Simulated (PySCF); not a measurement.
Simulation results for AlClGeH3, BGeH4O, GeH4N2Si, BCl2GeH2 and others

Calculation on a computer-drawn molecule: optimised geometry and harmonic frequencies of an isolated molecule of the commonest isotopes, restricted reference for singlets and unrestricted otherwise, frozen core in MP2; on germanium a core potential holds 10 electrons, which the energies leave out, and 3d is frozen in MP2 and coupled-cluster steps. Program: PySCF 2.14.0.

```json
{"entry": 1, "formula": "AlClGeH3", "start_structure": {"atoms_angstrom": [["Cl", -0.3838, 1.9891, -0.3078], ["Al", 1.2114, 0.8606, -0.9719], ["Ge", 1.6084, -0.9378, 0.8474], ["H", 2.1307, 0.8677, -2.2155], ["H", 0.9346, -2.305, 0.898], ["H", 2.4866, -0.7628, 2.0819]]}, "given": {"charge": 1, "multiplicity": 1, "method": "MP2", "basis": "cc-pV(D+d)Z", "basis_and_core_potential_on_germanium": "cc-pVDZ-PP ECP10MDF", "drawn_bonds_atom": [1, 2, 2, 3, 3], "drawn_bonds_other_atom": [2, 3, 4, 5, 6], "drawn_bonds_order": [1, 1, 1, 1, 1]}, "results": {"optimised_atom_element": ["Cl", "Al", "Ge", "H", "H", "H"], "optimised_atom_x [angstrom]": [-0.3726, 1.231, 1.614, 2.14, 0.9088, 2.466], "optimised_atom_y [angstrom]": [1.936, 0.8578, -0.9288, 0.8869, -2.289, -0.7508], "optimised_atom_z [angstrom]": [-0.2594, -0.994, 0.8296, -2.249, 0.912, 2.093], "modes_frequency [cm^-1]": [62.68, 107.5, 288.4, 318.9, 448.4, 516.4, 560.1, 612.3, 921.9, 2094, 2203, 2226], "modes_reduced_mass [dalton]": [12.96, 1.05, 10.35, 1.032, 1.223, 1.131, 2.271, 1.793, 1.031, 1.045, 1.017, 1.025], "rotational_constants [GHz]": [9.831, 1.428, 1.267], "total_energy [hartree]": -996.6077, "convergence_status_largest_gradient_component [hartree/bohr]": 2.095e-05}}
{"entry": 2, "formula": "BGeH4O", "start_structure": {"atoms_angstrom": [["O", 0.2791, -1.751, -0.1907], ["B", 0.4017, -0.7728, 0.7211], ["Ge", 1.2171, -1.0536, 2.5989], ["H", 0.0767, -1.5538, -1.076], ["H", 0.2648, 0.3594, 0.186], ["H", 0.1537, -2.2043, 3.0222], ["H", 0.2682, 0.0946, 3.2851]]}, "given": {"charge": -1, "multiplicity": 1, "method": "HF", "basis": "aug-cc-pVDZ", "basis_and_core_potential_on_germanium": "aug-cc-pVDZ-PP ECP10MDF", "drawn_bonds_atom": [1, 2, 1, 2, 3, 3], "drawn_bonds_other_atom": [2, 3, 4, 5, 6, 7], "drawn_bonds_order": [1, 1, 1, 1, 1, 1]}, "results": {"optimised_atom_element": ["O", "B", "Ge", "H", "H", "H", "H"], "optimised_atom_x [angstrom]": [0.2118, 0.4226, 1.09, 0.06109, 0.3605, 0.2711, 0.244], "optimised_atom_y [angstrom]": [-1.806, -0.77, -1.015, -1.488, 0.3471, -2.28, 0.1294], "optimised_atom_z [angstrom]": [-0.2411, 0.6623, 2.621, -1.114, 0.1531, 3.129, 3.336], "modes_frequency [cm^-1]": [213.2, 241.0, 380.5, 479.0, 587.9, 682.2, 871.6, 951.7, 1057, 1190, 1312, 1878, 1900, 2428, 4185], "modes_reduced_mass [dalton]": [1.729, 2.616, 1.217, 1.784, 1.135, 1.356, 1.318, 1.102, 1.087, 3.892, 1.558, 1.022, 1.019, 1.086, 1.066], "rotational_constants [GHz]": [39.47, 3.106, 2.943], "total_energy [hartree]": -395.2827, "convergence_status_largest_gradient_component [hartree/bohr]": 1.906e-05}}
{"entry": 3, "formula": "GeH4N2Si", "start_structure": {"atoms_angstrom": [["N", -0.5475, 0.9408, -1.5674], ["Si", -0.0278, -0.2545, -0.6344], ["Ge", 2.3268, -0.6329, -0.4713], ["N", 2.6344, 0.8638, -1.5527], ["H", -1.4618, 1.184, -1.7712], ["H", -0.9694, -1.2107, 0.036], ["H", 3.5979, 1.1707, -1.8514], ["H", 1.9105, 1.3932, -1.932]]}, "given": {"charge": 0, "multiplicity": 1, "method": "HF", "basis": "cc-pV(D+d)Z", "basis_and_core_potential_on_germanium": "cc-pVDZ-PP ECP10MDF", "drawn_bonds_atom": [1, 2, 3, 1, 2, 4, 4], "drawn_bonds_other_atom": [2, 3, 4, 5, 6, 7, 8], "drawn_bonds_order": [2, 1, 1, 1, 1, 1, 1]}, "results": {"optimised_atom_element": ["N", "Si", "Ge", "N", "H", "H", "H", "H"], "optimised_atom_x [angstrom]": [-0.4991, -0.05806, 2.429, 2.646, -1.46, -1.026, 3.549, 1.882], "optimised_atom_y [angstrom]": [0.9419, -0.2828, -0.5894, 0.8364, 1.187, -1.184, 1.177, 1.369], "optimised_atom_z [angstrom]": [-1.574, -0.6634, -0.4815, -1.553, -1.74, 0.03191, -1.826, -1.938], "modes_frequency [cm^-1]": [89.37, 163.4, 266.4, 317.6, 415.5, 524.6, 668.9, 678.9, 759.7, 779.1, 873.4, 904.0, 1177, 1675, 2232, 3721, 3797, 3859], "modes_reduced_mass [dalton]": [4.99, 3.817, 7.555, 6.671, 1.136, 1.161, 1.061, 1.085, 5.136, 1.16, 1.21, 1.268, 7.374, 1.112, 1.043, 1.052, 1.078, 1.097], "rotational_constants [GHz]": [7.425, 2.132, 1.657], "total_energy [hartree]": -693.5129, "convergence_status_largest_gradient_component [hartree/bohr]": 2.57e-05}}
{"entry": 4, "formula": "BCl2GeH2", "start_structure": {"atoms_angstrom": [["Cl", -0.0566, 1.3453, -2.8133], ["B", 0.3876, 0.0245, -1.9834], ["Ge", 2.202, -0.2816, -1.0577], ["Cl", 1.7064, -0.5464, 1.0567], ["H", 2.8816, -1.5227, -1.4443], ["H", 3.2331, 0.8233, -0.9619]]}, "given": {"charge": 0, "multiplicity": 2, "method": "HF", "basis": "cc-pV(D+d)Z", "basis_and_core_potential_on_germanium": "cc-pVDZ-PP ECP10MDF", "drawn_bonds_atom": [1, 2, 3, 3, 3], "drawn_bonds_other_atom": [2, 3, 4, 5, 6], "drawn_bonds_order": [1, 1, 1, 1, 1]}, "results": {"optimised_atom_element": ["Cl", "B", "Ge", "Cl", "H", "H"], "optimised_atom_x [angstrom]": [0.05347, 0.3348, 2.169, 1.895, 2.693, 3.21], "optimised_atom_y [angstrom]": [0.9969, 0.427, -0.2155, -0.8177, -1.448, 0.8999], "optimised_atom_z [angstrom]": [-3.272, -1.656, -0.9105, 1.167, -1.641, -0.8923], "modes_frequency [cm^-1]": [21.02, 93.36, 199.8, 419.8, 420.9, 527.2, 692.8, 812.4, 929.5, 971.8, 2250, 2252], "modes_reduced_mass [dalton]": [10.1, 22.13, 21.92, 1.177, 30.53, 12.12, 1.031, 1.085, 1.1, 5.799, 1.025, 1.015], "rotational_constants [GHz]": [9.673, 1.014, 0.9283], "total_energy [hartree]": -1238.2518, "spin_squared": 0.7573, "convergence_status_largest_gradient_component [hartree/bohr]": 1.441e-05}}
{"entry": 5, "formula": "BGeH3NO", "start_structure": {"atoms_angstrom": [["O", -2.7238, 0.2217, 0.7364], ["B", -1.6919, -0.3024, 0.2825], ["N", -0.5933, -0.9265, -0.0716], ["Ge", 0.8996, -0.1301, -1.2054], ["H", -0.519, -1.8437, 0.005], ["H", 0.0598, -0.3747, -2.7417], ["H", 0.2628, 1.4042, -1.0876]]}, "given": {"charge": -1, "multiplicity": 1, "method": "HF", "basis": "aug-cc-pVDZ", "basis_and_core_potential_on_germanium": "aug-cc-pVDZ-PP ECP10MDF", "drawn_bonds_atom": [1, 2, 3, 3, 4, 4], "drawn_bonds_other_atom": [2, 3, 4, 5, 6, 7], "drawn_bonds_order": [2, 1, 1, 1, 1, 1]}, "results": {"optimised_atom_element": ["O", "B", "N", "Ge", "H", "H", "H"], "optimised_atom_x [angstrom]": [-2.904, -1.806, -0.5832, 0.7882, -0.2945, -0.2446, 0.7382], "optimised_atom_y [angstrom]": [0.05338, -0.3855, -0.8823, -0.2554, -1.693, -0.07915, 1.29], "optimised_atom_z [angstrom]": [0.5194, 0.2251, -0.09501, -1.45, 0.4116, -2.661, -1.033], "modes_frequency [cm^-1]": [75.97, 133.0, 249.1, 372.1, 600.8, 613.3, 725.3, 809.2, 974.4, 1077, 1234, 1842, 1865, 2050, 3836], "modes_reduced_mass [dalton]": [1.357, 8.663, 1.184, 11.22, 8.484, 2.698, 1.08, 1.339, 1.024, 3.336, 1.544, 1.023, 1.027, 10.66, 1.075], "rotational_constants [GHz]": [26.91, 1.697, 1.625], "total_energy [hartree]": -449.2515, "convergence_status_largest_gradient_component [hartree/bohr]": 1.934e-05}}
{"entry": 6, "formula": "CH5BGeN", "start_structure": {"atoms_angstrom": [["B", -1.1141, -0.0409, 0.1498], ["C", 0.0242, -0.3888, 0.8323], ["Ge", 0.5829, 0.1116, 2.5598], ["N", -0.3614, 1.1902, 3.6087], ["H", -2.0572, 0.2497, -0.4167], ["H", 0.7265, -1.1029, 0.4032], ["H", 1.8404, -0.32, 3.2824], ["H", -1.314, 1.6353, 3.3366], ["H", -0.14, 1.5309, 4.5428]]}, "given": {"charge": 1, "multiplicity": 1, "method": "HF", "basis": "cc-pVDZ", "basis_and_core_potential_on_germanium": "cc-pVDZ-PP ECP10MDF", "drawn_bonds_atom": [1, 2, 3, 1, 2, 3, 4, 4], "drawn_bonds_other_atom": [2, 3, 4, 5, 6, 7, 8, 9], "drawn_bonds_order": [2, 1, 1, 1, 1, 1, 1, 1]}, "results": {"optimised_atom_element": ["B", "C", "Ge", "N", "H", "H", "H", "H", "H"], "optimised_atom_x [angstrom]": [-1.097, 0.06336, 0.5448, -0.4151, -2.075, 0.7641, 1.817, -1.291, -0.1229], "optimised_atom_y [angstrom]": [-0.03358, -0.4128, 0.1289, 1.206, 0.296, -1.089, -0.3251, 1.611, 1.484], "optimised_atom_z [angstrom]": [0.207, 0.8926, 2.58, 3.557, -0.35, 0.406, 3.245, 3.284, 4.477], "modes_frequency [cm^-1]": [112.7, 148.9, 280.1, 370.7, 448.6, 540.7, 667.1, 675.7, 732.5, 807.5, 853.5, 885.1, 936.8, 1089, 1528, 1681, 2370, 2973, 3304, 3765, 3877], "modes_reduced_mass [dalton]": [2.159, 2.988, 3.33, 1.352, 1.112, 1.183, 1.118, 3.769, 1.068, 1.305, 3.564, 1.742, 1.217, 1.223, 5.921, 1.113, 1.021, 1.129, 1.087, 1.05, 1.101], "rotational_constants [GHz]": [10.78, 3.637, 2.719], "total_energy [hartree]": -413.0170, "convergence_status_largest_gradient_component [hartree/bohr]": 3.725e-05}}
{"entry": 7, "formula": "GeH9NSi2", "start_structure": {"atoms_angstrom": [["Si", 0.4436, 3.9638, -0.6815], ["Si", -0.7137, 2.1201, -0.9144], ["N", -0.7215, 1.3358, 0.6449], ["Ge", -1.3632, -0.416, 0.9439], ["H", 1.8026, 3.827, -0.2992], ["H", -0.0953, 4.9161, 0.3111], ["H", 0.4109, 4.7137, -1.9648], ["H", -0.2028, 1.0168, -1.8635], ["H", -2.1404, 2.2979, -1.4312], ["H", -0.7811, 1.8891, 1.4532], ["H", -1.0413, -0.7623, 2.3975], ["H", -0.751, -1.3314, -0.0266], ["H", -2.8851, -0.5193, 0.8042]]}, "given": {"charge": 0, "multiplicity": 1, "method": "HF", "basis": "cc-pV(D+d)Z", "basis_and_core_potential_on_germanium": "cc-pVDZ-PP ECP10MDF", "drawn_bonds_atom": [1, 2, 3, 1, 1, 1, 2, 2, 3, 4, 4, 4], "drawn_bonds_other_atom": [2, 3, 4, 5, 6, 7, 8, 9, 10, 11, 12, 13], "drawn_bonds_order": [1, 1, 1, 1, 1, 1, 1, 1, 1, 1, 1, 1]}, "results": {"optimised_atom_element": ["Si", "Si", "N", "Ge", "H", "H", "H", "H", "H", "H", "H", "H", "H"], "optimised_atom_x [angstrom]": [0.5363, -0.8724, -1.064, -1.322, 1.91, 0.01343, 0.6066, -0.2735, -2.157, -1.275, -0.7774, -0.5551, -2.808], "optimised_atom_y [angstrom]": [4.0, 2.11, 1.334, -0.454, 3.593, 4.914, 4.753, 1.122, 2.552, 1.942, -0.7107, -1.267, -0.8364], "optimised_atom_z [angstrom]": [-0.7112, -0.919, 0.6168, 1.005, -0.3248, 0.3386, -1.989, -1.849, -1.528, 1.39, 2.413, -0.03547, 0.9662], "modes_frequency [cm^-1]": [31.68, 47.31, 94.76, 133.5, 181.4, 368.7, 393.7, 435.4, 527.2, 595.1, 646.6, 687.6, 714.1, 831.2, 874.0, 929.0, 944.9, 971.4, 988.4, 1001, 1022, 1027, 1048, 1297, 2206, 2233, 2253, 2256, 2284, 2293, 2296, 2305, 3771], "modes_reduced_mass [dalton]": [1.733, 1.76, 1.34, 2.041, 5.13, 1.231, 1.044, 3.388, 2.01, 1.574, 1.233, 1.142, 1.393, 1.254, 1.631, 1.313, 1.04, 1.035, 1.169, 1.25, 1.035, 1.059, 1.054, 1.257, 1.023, 1.021, 1.026, 1.03, 1.046, 1.03, 1.05, 1.031, 1.075], "rotational_constants [GHz]": [9.762, 0.7546, 0.727], "total_energy [hartree]": -930.9571, "convergence_status_largest_gradient_component [hartree/bohr]": 8.932e-06}}
{"entry": 8, "formula": "GeH4NOSi", "start_structure": {"atoms_angstrom": [["O", 0.91, -2.6911, -0.4624], ["Ge", 1.8507, -1.1566, -0.024], ["N", 0.725, 0.181, -0.5575], ["Si", 0.1597, 1.1078, -1.723], ["H", 0.7977, -2.8413, -1.3987], ["H", 1.4129, -1.3112, 1.5799], ["H", 0.4333, 1.098, -3.1816], ["H", -0.899, 2.1171, -1.3649]]}, "given": {"charge": 0, "multiplicity": 2, "method": "HF", "basis": "cc-pV(D+d)Z", "basis_and_core_potential_on_germanium": "cc-pVDZ-PP ECP10MDF", "drawn_bonds_atom": [1, 2, 3, 1, 2, 4, 4], "drawn_bonds_other_atom": [2, 3, 4, 5, 6, 7, 8], "drawn_bonds_order": [1, 1, 2, 1, 1, 1, 1]}, "results": {"total_energy [hartree]": null}}
```

To be estimated
1. GeH4NOSi (entry 8): total energy?
2. Give the table of modes values for GeH4NOSi (entry 8).

## Answers
1. -713.9225 hartree
2. 
Modes:
```csv
frequency (cm⁻¹),reduced mass (dalton)
49.8,4.94
104.8,2.149
188.1,1.191
232,1.591
292.3,3.878
515.4,7.291
662.5,1.187
708.2,7.433
711.4,1.176
753,1.311
775.4,1.083
935,1.115
1079,1.062
1289,12.19
2174,1.021
2335,1.044
2368,1.04
4157,1.067
```

Further results for GeH4NOSi (entry 8):

- rotational constants: 9.432, 1.856, 1.571 GHz
- spin squared: 0.7845
- convergence status largest gradient component: 3.478e-05 hartree/bohr

Optimised structure:
```xyz
8
GeH4NOSi
O      1.0266    -2.6008    -0.7414
Ge     1.5796    -1.1659     0.1811
N      0.8577     0.3685    -0.4353
Si     0.0982     1.0570    -1.6221
H      1.3024    -2.6234    -1.6463
H      1.1052    -1.4415     1.6148
H     -0.4031     0.4078    -2.8499
H     -0.1763     2.5021    -1.6331
```
